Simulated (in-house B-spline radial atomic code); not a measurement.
Configurations of P V (P4+), with energies counted from [Ne] 3s1. Level of theory: non-relativistic BHandHLYP, spin-polarised, spherical fractional occupations, exact exchange averaged over the configuration, point nucleus; calculated with a B-spline radial code for spherical atoms. Shells without spins written out take the highest spin.

Occupations are held fixed; configurations that lie above the ionisation limit could autoionise.

```json
{"configuration": "[Ne] 3d1", "E - E(ref) (eV)": "25.245", "highest orbital": "3d up", "its <r> (bohr)": "1.916"}
{"configuration": "[He] 2s2 2p5 3s2", "E - E(ref) (eV)": "131.04", "highest orbital": "3s down", "its <r> (bohr)": "1.534"}
{"configuration": "[He] 2s2 2p5 3s1 3d1", "E - E(ref) (eV)": "156.05", "highest orbital": "3d up", "its <r> (bohr)": "1.721"}
{"configuration": "[He] 2s2 2p5 3s1 4f1", "E - E(ref) (eV)": "178.67", "highest orbital": "4f up", "its <r> (bohr)": "3.441"}
{"configuration": "[He] 2s1 2p6 3s1 3p1", "E - E(ref) (eV)": "191.83", "highest orbital": "3p up", "its <r> (bohr)": "1.603"}
{"configuration": "[He] 2s1 2p6 3s1 4p1", "E - E(ref) (eV)": "223.51", "highest orbital": "4p up", "its <r> (bohr)": "3.384"}
```

(1) Order these further configurations by energy, lowest first.
A. [Ne] 3p1
B. [He] 2s2 2p5 3s1 4d1
C. [Ne] 4s1
D. [He] 2s2 2p5 3s1 4s1
E. [Ne] 4p1

(2) How far above the reference does [He] 2s2 2p5 3s1 3p1 lie?

Answers

(1) A (10.856 eV), C (33.806 eV), E (37.609 eV), D (167.35 eV), B (176.62 eV).

(2) 139.55 eV; its least bound orbital is 3p up with <r> = 1.597 bohr.
